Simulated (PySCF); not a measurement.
Cartesian coordinates in Å; atom numbers follow the order of the lines, from 1:
```xyz
17

C     1.6566    1.3837    0.1589
C     1.2810   -0.0922    0.2093
C    -0.2072   -0.3163   -0.0486
C    -0.5665   -1.7959   -0.1279
O    -0.9293    0.2892    1.0445
C    -2.1293    0.7646    0.7949
O    -2.7114    0.7611   -0.2502
H     1.4491    1.7984   -0.8252
H     2.7149    1.5115    0.3716
H     1.0862    1.9425    0.8965
H     1.5244   -0.5006    1.1912
H     1.8461   -0.6452   -0.5421
H    -0.5180    0.1882   -0.9724
H    -1.6340   -1.9108   -0.2996
H    -0.0283   -2.2635   -0.9473
H    -0.3026   -2.2946    0.8018
H    -2.5390    1.1919    1.7281
```

Geometry: GFN2-xTB; GIAO shifts from PySCF 2.14, gas phase, non-relativistic, averaged over equivalent atoms.

At PBE0/def2-SVP (148 basis functions, 14 s wall time on 1 thread of an Intel Xeon Platinum 8488C, shared host):
| atoms | δ (ppm) |
| --- | --- |
| C6 | 154.3 |
| C3 | 70.9 |
| C2 | 31.0 |
| C4 | 21.7 |
| C1 | 12.6 |
| O7 | 409.0 |
| O5 | 217.4 |
| H17 | 7.75 |
| H13 | 4.94 |
| H11 | 1.57 |
| H12 | 1.38 |
| H14/H15/H16 | 1.15 |
| H8/H9/H10 | 0.92 |

References, each an isolated molecule treated in the same way: TMS for $^{13}$C (196.16 ppm) and $^{1}$H (31.81 ppm); $^{17}$O (344.62 ppm) vs H2O.

Estimate the result of repeating the calculation with X3LYP/6-31++G**.

Results:


```
      atoms  δ at X3LYP/6-31++G**  change
         C6                 152.8    -1.5
         C3                  73.0    +2.1
         C2                  33.7    +2.7
         C4                  22.5    +0.8
         C1                  13.4    +0.8
         O7                 382.5   -26.5
         O5                 220.6    +3.2
        H17                  8.40   +0.65
        H13                  5.34   +0.40
        H11                  1.76   +0.19
        H12                  1.58   +0.20
H14/H15/H16                  1.27   +0.12
  H8/H9/H10                  1.06   +0.14
```

Referencing at the same level of theory: TMS for $^{13}$C (194.66 ppm) and $^{1}$H (31.95 ppm); H2O for $^{17}$O (336.18 ppm).

The largest change is at O7 (ester carbonyl oxygen). Cost: 186 basis functions, 21 s wall time on 1 thread of an Intel Xeon Platinum 8488C, shared host. The order of the carbon signals is the same at both levels.

Unscaled 17O shifts of doubly bonded oxygen tend to come out too high, by tens of ppm or more. Experimental scales use liquid or dissolved standards, which lie at an offset from isolated H2O (liquid H2O: subtract about 36 ppm).
